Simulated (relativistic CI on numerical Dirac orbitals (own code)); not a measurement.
**Ligand-field terms of d2**

Computed with a parametric ligand-field model of a d^n configuration (Racah B and C, spin-orbit zeta, crystal field), exact diagonalisation.

Field parameters in Wybourne normalisation: Oh B⁴₀ = 21Dq, B⁴₄ = √(5/14) B⁴₀. The field is a parameter set, without covalency.

Task: Ground term and bands for B = 380, C = 1590, ζ = 0 cm⁻¹, Oh, 10Dq = 4180 cm⁻¹?

Result: Ground term 3T1 with 0.07 electrons in the two orbitals of the cubic e set. Spin-allowed: 3T2 3672 cm⁻¹ (2724 nm), 3A2 7852 cm⁻¹ (1274 nm), 3T1 8863 cm⁻¹ (1128 nm). Lowest spin-forbidden: 1T2 5680 cm⁻¹ (1761 nm), 1E 5880 cm⁻¹ (1701 nm), 1T2 10303 cm⁻¹ (971 nm).

Task: Ground term and bands for B = 380, C = 1590, ζ = 0 cm⁻¹, Oh, 10Dq = 17860 cm⁻¹?

Result: Ground term 3T1 with 0.01 electrons in the two orbitals of the cubic e set. Spin-allowed: 3T2 16962 cm⁻¹ (590 nm), 3T1 21763 cm⁻¹ (459 nm), 3A2 34822 cm⁻¹ (287 nm). Lowest spin-forbidden: 1T2 5603 cm⁻¹ (1785 nm), 1E 5653 cm⁻¹ (1769 nm), 1A1 12926 cm⁻¹ (774 nm).

Task: Ground term and bands for B = 380, C = 1590, ζ = 0 cm⁻¹, Oh, 10Dq = 16340 cm⁻¹?

Result: Ground term 3T1 with 0.01 electrons in the two orbitals of the cubic e set. Spin-allowed: 3T2 15460 cm⁻¹ (647 nm), 3T1 20279 cm⁻¹ (493 nm), 3A2 31800 cm⁻¹ (314 nm). Lowest spin-forbidden: 1T2 5612 cm⁻¹ (1782 nm), 1E 5666 cm⁻¹ (1765 nm), 1A1 12854 cm⁻¹ (778 nm).

Task: Ground term and bands for B = 380, C = 1590, ζ = 0 cm⁻¹, Oh, 10Dq = 7220 cm⁻¹?

Result: Ground term 3T1 with 0.04 electrons in the two orbitals of the cubic e set. Spin-allowed: 3T2 6548 cm⁻¹ (1527 nm), 3T1 11576 cm⁻¹ (864 nm), 3A2 13768 cm⁻¹ (726 nm). Lowest spin-forbidden: 1T2 5683 cm⁻¹ (1760 nm), 1E 5806 cm⁻¹ (1722 nm), 1A1 11816 cm⁻¹ (846 nm).

Task: Ground term and bands for B = 380, C = 1590, ζ = 0 cm⁻¹, Oh, 10Dq = 2660 cm⁻¹?

Result: Ground term 3T1 with 0.10 electrons in the two orbitals of the cubic e set. Spin-allowed: 3T2 2280 cm⁻¹, 3A2 4940 cm⁻¹ (2024 nm), 3T1 7600 cm⁻¹ (1316 nm). Lowest spin-forbidden: 1T2 5619 cm⁻¹ (1780 nm), 1E 5891 cm⁻¹ (1697 nm), 1T2 9101 cm⁻¹ (1099 nm).
